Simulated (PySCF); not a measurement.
Computed shifts of a molecule C2H3ClF2Si, HF/pcSseg-1 (PySCF), GIAO, gas phase, atoms alike by connectivity averaged where their shifts nearly agree, in ppm (number of nuclei): ¹⁹F: -76.2 (1), -121.4 (1). ¹³C: 173.9 (1), 107.7 (1). ²⁹Si: -12.6 (1). ¹H: 7.39 (1), 5.52 (1), 5.21 (1). References: ¹⁹F against CFCl3 (σ = 238.5 ppm); ¹³C against TMS (σ = 192.6 ppm); ²⁹Si against TMS (σ = 393.8 ppm); ³⁵Cl against HCl (σ = 958.2 ppm); ¹H against TMS (σ = 31.99 ppm), references at their B3LYP-D3(BJ)/def2-TZVP geometries, non-relativistic (without spin–orbit terms, shifts of atoms bonded to Cl or Br come out too high). Geometry optimised at PBE0-D3(BJ)/def2-SVP. The values are those of a single conformer.

### Question
Identify the compound among the candidates.
(A) F[SiH](F)/C=C\Cl
(B) F/C=C(/Cl)[SiH2]F
(C) FC(F)=C[SiH2]Cl
(D) F/C=C\[Si@H](F)Cl

### Answer
D, F/C=C\[Si@H](F)Cl
